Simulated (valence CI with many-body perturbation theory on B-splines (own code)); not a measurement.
Results of a calculation; reference values are marked as such.
## Nd²⁶⁺: magnetic and hyperfine properties of the levels

Method: configuration interaction combined with many-body perturbation theory (CI+MBPT): six valence electrons over a frozen Dirac-Fock core [Ar] 3d10, a basis of 9 s, 9 p, 8 d, 6 f, 3 g, 1 h functions for each j, with the one-electron correlation potential Σ1 (screened to all orders), the two-electron term Σ2, the three-electron term Σ3, Breit, model QED; selected single and double excitations, second order for the rest, scaled by the run's own slope (own B-spline code, finite nucleus).

No measured spectrum was set against this ion. As an estimate, large intervals hold to a few tenths of a per cent, small ones and those within an open d or f shell to about a per cent. Among the levels kept, up to 690 cm⁻¹ of a level comes from second order outside the variational space, and about a tenth of that is noise between levels of different J, which matters for small intervals.

A/g_I is the dipole constant over the nuclear g factor μ/I (μ in nuclear magnetons, uniformly magnetised nucleus), B/Q the quadrupole constant per barn. Both hold the static response of the core; the bare values leave it out. Large factors of s and p1/2 electrons are usually good to 5 to 10 %; those of open d and f shells near neutrality can be off by tens of per cent, and small factors of p3/2, d and f electrons come from cancelling terms and can be off by a factor of two or in sign, in half-filled shells by more. B is blank for J = 1/2, where it vanishes, and for nearly pure S terms. Energies count from the lowest level. Levels with J = 0 are left out.

Levels are named by their leading jj configuration (3d3/2^4 stands for four electrons in 3d with j = 3/2), which in mixed levels can hold well under half, so a name can repeat and another be missing. Letters in brackets count levels of one name in rising energy.

```csv
Level,E (eV),g,A/g_I (MHz),A/g_I bare,B/Q (MHz/b),B/Q bare
(4s^2 4p1/2^2 4p3/2^2) J=2,0.00,1.365,22000,21000,9730,9320
(4s^2 4p1/2 4p3/2^3) J=1,28.13,1.499,-10600,-10400,-21600,-20700
(4s^2 4p1/2 4p3/2^3) J=2,31.49,1.131,56300,53900,-53100,-50800
(4s 4p1/2^2 4p3/2^3) J=2,92.11,1.493,123000,118000,-38200,-36600
(4s 4p1/2^2 4p3/2^3) J=1,98.07,1.255,-42000,-40300,-4030,-3860
(4s^2 4p1/2^2 4p3/2 4d3/2) J=2,104.36,1.035,17100,16400,-4510,-4300
(4s^2 4p1/2^2 4p3/2 4d3/2) J=3,105.98,1.200,14300,13800,28300,27100
(4s^2 4p1/2^2 4p3/2 4d3/2) J=1,109.69,1.324,-4610,-4270,-14700,-14000
(4s^2 4p1/2^2 4p3/2 4d5/2) J=4,111.04,1.307,9600,9280,33600,32200
(4s^2 4p1/2^2 4p3/2 4d5/2) J=2,115.09,1.307,13300,13000,-23700,-22700
(4s^2 4p1/2^2 4p3/2 4d5/2) J=3,119.41,1.110,10300,10000,19500,18700
(4s^2 4p1/2^2 4p3/2 4d5/2) J=1,123.02,0.899,32900,32000,1240,1200
(4s 4p1/2 4p3/2^4) J=1,125.50,1.157,158000,151000,-6940,-6630
(4s^2 4p1/2 4p3/2^2 4d3/2) J=2 [a],129.63,1.012,34100,32900,-29700,-28400
(4s^2 4p1/2 4p3/2^2 4d3/2) J=1 [a],131.61,0.775,68000,65300,-11900,-11400
(4s^2 4p1/2 4p3/2^2 4d3/2) J=3 [a],131.80,1.124,32800,31600,-13000,-12500
(4s^2 4p1/2 4p3/2^2 4d3/2) J=4,135.13,1.112,30800,29700,5250,5100
(4s^2 4p1/2 4p3/2^2 4d5/2) J=3 [a],135.39,1.313,-4280,-4020,11400,10900
(4s^2 4p1/2 4p3/2^2 4d5/2) J=4 [a],136.53,1.248,3950,3900,28800,27600
(4s^2 4p1/2 4p3/2^2 4d3/2) J=2 [b],138.95,0.882,41800,40400,21800,20900
(4s^2 4p1/2 4p3/2^2 4d5/2) J=4 [b],140.01,1.158,28400,27300,-4430,-4190
(4s^2 4p1/2 4p3/2^2 4d5/2) J=5,141.24,1.198,26700,25700,8920,8610
(4s^2 4p1/2 4p3/2^2 4d5/2) J=1,143.48,1.282,34100,33000,8640,8280
(4s^2 4p1/2 4p3/2^2 4d3/2) J=2 [c],145.83,1.301,23400,22500,13200,12600
(4s^2 4p1/2 4p3/2^2 4d5/2) J=2 [a],146.87,1.241,-14600,-13800,30600,29300
(4s^2 4p1/2 4p3/2^2 4d3/2) J=3 [b],147.55,1.200,8750,8460,-400,-320
(4s^2 4p1/2 4p3/2^2 4d5/2) J=3 [b],149.15,1.138,29600,28600,36100,34500
(4s^2 4p1/2 4p3/2^2 4d3/2) J=1 [b],149.33,1.231,20400,19400,-18000,-17200
(4s^2 4p1/2 4p3/2^2 4d5/2) J=2 [b],151.15,1.067,32300,31200,4790,4590
(4s^2 4p1/2 4p3/2^2 4d3/2) J=1 [c],152.80,1.420,43600,42100,5850,5610
(4s^2 4p1/2 4p3/2^2 4d5/2) J=3 [c],153.66,1.048,29500,28400,-13200,-12600
(4s^2 4p1/2 4p3/2^2 4d3/2) J=1 [d],156.66,0.995,-2140,-1720,2490,2400
(4s^2 4p1/2 4p3/2^2 4d5/2) J=2 [c],158.34,1.171,829,860,-29300,-28000
```

Task: Take the isotope of mass number 145, with I = 7/2, μ = -0.656 μN and Q = -0.314 b. What is the hyperfine structure of (4s^2 4p1/2^2 4p3/2 4d3/2) J=1?

Result: From the table A = 864 MHz, B = 4600 MHz. Shifts from the centre of gravity in MHz: F = 5/2: -1420, F = 7/2: -4150, F = 9/2: 4170.
